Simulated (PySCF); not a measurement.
Excitations are Tamm–Dancoff values on a coarser integration grid. The basis has no diffuse functions, so Rydberg states are missing or too high.

Z-matrix (Å, degrees):
```
C
C 1 1.2844
H 2 1.0735 1 151.83
C 1 1.4836 2 66.67 3 -180.00
H 4 1.0890 1 119.66 2 105.13
H 4 1.0890 5 114.04 1 -151.36
Cl 1 1.6926 2 148.89 3 0.00
```
Charge 0, multiplicity 1.

Q: Estimate the S1 excitation (TDA), HOMO and dipole moment that PySCF 2.14.0 with TPSSh-D3(BJ)/def2-TZVP // B3LYP-D3(BJ)/def2-TZVP returns for this input.

A: 
| Property | Value |
|---|---|
| S1 excitation (TDA) | 6.46 eV |
| HOMO | -6.60 eV |
| dipole moment | 1.04 D |
